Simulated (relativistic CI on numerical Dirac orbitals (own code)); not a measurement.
**Fe²⁺: 3d valence photoemission**

Computed with this model: Dirac-Coulomb-Breit CI, orbitals from a KLI potential per configuration, model QED, valence Slater integrals scaled by 0.7, multiplet model of photoemission in the sudden approximation; configurations [Ar] 3d6 → [Ar] 3d5; 300 K; Lorentzian 0.3 eV and Gaussian 0.5 eV FWHM. Energies are those of the free ion, without screening or charge transfer. The energies are binding energies and can lie tens of eV above those of solids. S is read from ⟨S²⟩ = S(S + 1).

Field parameters in Wybourne normalisation: D3d B²₀ = −7Dσ, B⁴₀ = −14Dq − 21Dτ, B⁴₃ = −14√(10/7) Dq; D4h B²₀ = −7Ds, B⁴₀ = 21(Dq − Dt), B⁴₄ = 21√(5/14) Dq; Oh B⁴₀ = 21Dq, B⁴₄ = √(5/14) B⁴₀; Td as Oh with Dq negative (B⁴₀ = 21Dq, B⁴₄ = √(5/14) B⁴₀). The field is a parameter set, without covalency.

free ion: ground-state S = 2.00, centroid 32.50 eV. Peaks (eV, height): 29.3 (57), 32.6 (100), 34.7 (62).

D4h, 10Dq = 22750, Ds = -290, Dt = 530 cm⁻¹: ground-state S = 0.01, centroid 32.62 eV. Peaks (eV, height): 32.4 (100).

D4h, 10Dq = 9150, Ds = -1310, Dt = 590 cm⁻¹: ground-state S = 2.00, centroid 32.64 eV. Peaks (eV, height): 30.1 (49), 32.9 (100), 35.8 (13).

Oh, 10Dq = 17950 cm⁻¹: ground-state S = 0.02, centroid 32.54 eV. Peaks (eV, height): 32.3 (100).

Td, 10Dq = -11200 cm⁻¹: ground-state S = 2.00, centroid 32.63 eV. Peaks (eV, height): 30.1 (73), 32.2 (100), 32.8 (97), 33.9 (52), 35.5 (33).

D3d, 10Dq = 17050, Dσ = -170, Dτ = -150 cm⁻¹: ground-state S = 0.02, centroid 32.47 eV. Peaks (eV, height): 32.2 (100).

Strongest unbroadened transitions for D4h, 10Dq = 9150, Ds = -1310, Dt = 590 cm⁻¹:

```tsv
Energy (eV)	Relative strength
30.11	100.0
32.45	79.7
32.80	37.7
32.81	27.3
32.94	5.9
32.95	27.1
32.96	30.0
33.08	26.2
33.09	11.9
33.11	9.3
33.29	6.0
33.30	36.7
33.71	6.5
33.74	7.1
33.79	6.3
33.80	13.0
34.08	23.0
35.76	7.6
```
